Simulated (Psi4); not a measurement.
Relaxed torsion scan: C2H8Ge, SMILES C[CH2][GeH3]. Scanned: dihedral H4–C1–C2–Ge3; all other coordinates were relaxed at GFN2-xTB. Heavy atoms are numbered in the order of the SMILES C[CH2][GeH3], hydrogens after them in the order of the atoms that carry them; the mirror image has the same energies with the sign of each dihedral reversed.

Levels of theory: PBE/def2-TZVP // GFN2-xTB (Psi4); PBE-D3(BJ)/def2-TZVP // GFN2-xTB (Psi4); PBE0/def2-TZVP // GFN2-xTB (Psi4); MP2/cc-pVTZ = Psi4 1.11 with DF-MP2 (frozen core)/cc-pVTZ // GFN2-xTB.

Energies relative to the lowest point of each profile, in kcal/mol; the last columns give the difference from MP2:

```tsv
φ / °	PBE/def2-TZVP	PBE-D3(BJ)/def2-TZVP	PBE0/def2-TZVP	MP2/cc-pVTZ	PBE/def2-TZVP − MP2/cc-pVTZ	PBE-D3(BJ)/def2-TZVP − MP2/cc-pVTZ	PBE0/def2-TZVP − MP2/cc-pVTZ
0	2.59	2.62	2.72	2.98	-0.38	-0.36	-0.26
10	2.39	2.41	2.50	2.74	-0.35	-0.33	-0.23
20	1.87	1.88	1.95	2.12	-0.25	-0.24	-0.16
30	1.20	1.21	1.25	1.34	-0.15	-0.14	-0.09
40	0.58	0.58	0.61	0.64	-0.06	-0.06	-0.04
50	0.15	0.15	0.16	0.17	-0.01	-0.01	-0.01
60	0.00	0.00	0.00	0.00	0.00	0.00	0.00
70	0.16	0.16	0.16	0.18	-0.03	-0.02	-0.02
80	0.57	0.58	0.60	0.66	-0.09	-0.08	-0.06
90	1.20	1.21	1.25	1.37	-0.17	-0.16	-0.11
100	1.86	1.88	1.95	2.13	-0.27	-0.25	-0.18
110	2.39	2.41	2.50	2.74	-0.35	-0.33	-0.24
```

PBE/def2-TZVP is furthest from MP2/cc-pVTZ at 0 (-0.38 kcal/mol, below); its mean absolute difference over the points is 0.18 kcal/mol.

PBE-D3(BJ)/def2-TZVP is furthest from MP2/cc-pVTZ at 0 (-0.36 kcal/mol, below); its mean absolute difference over the points is 0.16 kcal/mol.

PBE0/def2-TZVP is furthest from MP2/cc-pVTZ at 0 (-0.26 kcal/mol, below); its mean absolute difference over the points is 0.12 kcal/mol.
